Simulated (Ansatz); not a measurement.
Geometry optimisation, Ansatz 0.2.0, RKS BLYP/def2-SVP.

Input file:

```yaml
crystal:
  periodic: [false, false, false]
  atoms:
    - { symbol: Ge, position_ang: [0.0, 0.0, 0.0] }
    - { symbol: F, position_ang: [1.0779, 0.0, 1.5402] }
    - { symbol: H, position_ang: [1.6981, 0.0, 0.4233] }
    - { symbol: H, position_ang: [-0.73, 1.2648, -0.5162] }
    - { symbol: H, position_ang: [-0.73, -1.2648, -0.5162] }
basis:
  gaussian: { orbitals: def2-SVP }
hamiltonian:
  xc: blyp
relax:
  f_tol: 0.15
  max_steps: 25
  restrain:
    - { distance: [1, 2], at: 2.12, k: 30.0 }
    - { distance: [0, 1], at: 1.68, k: 30.0 }
    - { distance: [0, 2], at: 1.55, k: 30.0 }
```

Run as:

```bash
$ ansatz run input.yaml --threads 1 --pin off --max-ram 2048MiB --backend cpu --events-out ev --progress --plain --runs-dir out
```

Question: Where does it end, and by what steps?

Answer: The run converged. The restraints hold the end off the free minimum; the threshold counts their pulls, which the force column leaves out. Restrained pairs: F2–H3 (1.28 → 2.18 Å), Ge1–F2 (1.88 → 1.71 Å), Ge1–H3 (1.75 → 1.53 Å). After 4 steps the energy has fallen by 3.041 eV (the restraints' own energy left out); H3 moved furthest, 0.55 Å.

```json
{"step": "0", "energy less start (eV)": "0.0000", "largest force component (eV/Å)": "4.213", "accepted": "yes"}
{"step": "1", "energy less start (eV)": "-1.4649", "largest force component (eV/Å)": "2.522", "accepted": "yes"}
{"step": "2", "energy less start (eV)": "-2.3849", "largest force component (eV/Å)": "1.839", "accepted": "yes"}
{"step": "3", "energy less start (eV)": "-3.0219", "largest force component (eV/Å)": "1.700", "accepted": "yes"}
{"step": "4", "energy less start (eV)": "-3.0412", "largest force component (eV/Å)": "2.451", "accepted": "yes"}
```

```xyz
5
Properties=species:S:1:pos:R:3
Ge 0.195 0.000 0.051
F 0.568 0.000 1.722
H 1.718 0.000 -0.124
H -0.583 1.284 -0.359
H -0.583 -1.284 -0.359
```

Run time: 3.1 s on 1 thread of Intel(R) Xeon(R) 6975P-C (Granite Rapids) (shared host), peak memory 0.13 GiB.
